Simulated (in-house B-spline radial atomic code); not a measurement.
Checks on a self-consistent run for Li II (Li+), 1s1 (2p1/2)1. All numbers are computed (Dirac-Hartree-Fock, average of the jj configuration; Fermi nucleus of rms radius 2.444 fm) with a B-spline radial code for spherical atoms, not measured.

```
orbital  q    ε (Eh)    <1/r>      <r²>  small-component weight
  1s1/2  1  -3.99132  2.98787  0.338781              0.00011881
  2p1/2  1  -0.51457  0.52549   6.98506              1.4717e-05
```

Electron-electron repulsion V_ee = 0.5091 hartree.

Q: What total energy follows from the eigenvalues?

A: The eigenvalues count the repulsion twice, so E = Σqε - V_ee = -4.506 - 0.509 = -5.015 hartree; the run printed -5.015.

Q: Does the Dirac virial theorem hold?

A: For a point nucleus E = -2c²Σq·w, with w the small-component weight. Here Σq·w = 0.00013353 and c = 137.0360, so the ratio E/(-2c²Σq·w) is 1.000000.

Q: What diamagnetic shielding (Lamb formula) and susceptibility (Langevin formula) do the radii give?

A: σ = (α²/3)Σq<1/r> = 3.51336/(3·137.036²) = 62.364 ppm, and χ = -0.79199×10⁻⁶·Σq<r²> = -5.8×10⁻⁶ cm³/mol with Σq<r²> = 7.3238 bohr². Both are non-relativistic formulas without the paramagnetism of open shells.
